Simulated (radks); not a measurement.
Results of a calculation; reference values are marked as such.
Ionisation of Sc, [Ar] 3d1 4s2, to Sc+, [Ar] 3d1 4s1, under several functionals. Scalar-relativistic Kohn-Sham, spin-polarised, spherical densities, finite nucleus; open shells are filled with parallel spins first; a radial shooting solver on a logarithmic mesh with Libxc functionals. Known Delta-SCF values: PW91 6.491 eV. What does Wu-Cohen GGA give, and what is its highest occupied eigenvalue?

Answer. 6.328 eV by Delta-SCF; the 3d eigenvalue is -3.550 eV. NIST: 6.561 eV (measured).
